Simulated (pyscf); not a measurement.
# H₃C–N(CH₃)–Si(OH)(OH)–OH, singlet

Gas-phase minimum from PySCF at ωB97X-D3(BJ)/def2-SVP, one conformer. 

```xyz
16

C     -0.5639     0.5159    -1.3644
N     -0.1977     0.7681     0.0153
C     -0.7652     1.9763     0.5780
Si     1.0725    -0.0635     0.8041
O      1.1201    -1.5610     0.0965
O      2.6076     0.5641     0.6913
O      0.7830    -0.0617     2.4436
H     -1.6620     0.4299    -1.4698
H     -0.1160    -0.4279    -1.7036
H     -0.2274     1.3278    -2.0393
H     -0.4385     2.8863     0.0366
H     -1.8712     1.9498     0.5421
H     -0.4664     2.0821     1.6319
H      1.9992    -1.9530     0.0724
H      2.9430     0.9608     1.5015
H     -0.0968    -0.3511     2.7057
```
Charge 0, spin multiplicity 1.

Bonded distances (Å): C1–N2 1.450, C1–H8 1.107, C1–H9 1.098, C1–H10 1.108, N2–C3 1.449, N2–Si4 1.711, C3–H11 1.108, C3–H12 1.107, C3–H13 1.101, Si4–O5 1.657, Si4–O6 1.662, Si4–O7 1.665, O5–H14 0.963, O6–H15 0.962 (the first ones only). Angles (°): N2–C1–H8 110.8, N2–C1–H9 109.9, N2–C1–H10 112.1, H8–C1–H9 108.0, H8–C1–H10 107.5, H9–C1–H10 108.5, C1–N2–C3 114.6, C1–N2–Si4 122.8, C3–N2–Si4 121.1, N2–C3–H11 112.3, N2–C3–H12 111.0, N2–C3–H13 110.2, H11–C3–H12 107.4, H11–C3–H13 108.0 (the first ones only).

Properties at ωB97X-D3(BJ)/def2-SVP:

| Item | Value |
|---|---|
| Harmonic wavenumbers, unscaled | 53, 105, 149, 204, 219, 233, 256, 270, 307, 340, 359, 379, 404, 418, 662, 810, 821, 834, 881, 960, 980, 1054, 1102, 1127, 1182, 1282, 1356, 1441, 1469, 1474, 1482, 1494, 1518, 3009, 3015, 3072, 3079, 3157, 3184, 3936, 3937, 3941 cm⁻¹ |
| Zero-point energy | 80.0 kcal/mol |
| Rotational symmetry number | 1 |
| Entropy of this conformer at 298 K and 1 atm, rigid rotor and harmonic oscillator, modes under 100 cm⁻¹ raised to 100 | 399.3 J/(mol K) |
| Dipole moment | 1.00 D |

Single-point totals, which compare only within one level:

```csv
level,total energy (hartree)
ωB97X-D3(BJ)/def2-TZVP,-652.02296
PBE/def2-TZVP,-651.32329
r²SCAN/def2-TZVP,-651.68175
B3LYP-D3(BJ)/def2-TZVP,-651.94340
PBE0-D3(BJ)/def2-TZVP,-651.38193
M06-2X/def2-TZVP,-651.73837
ωB97M-D3(BJ)/def2-TZVP,-652.02716
```

Soft torsions are taken as harmonic, which can shift the entropy by several J/(mol K).
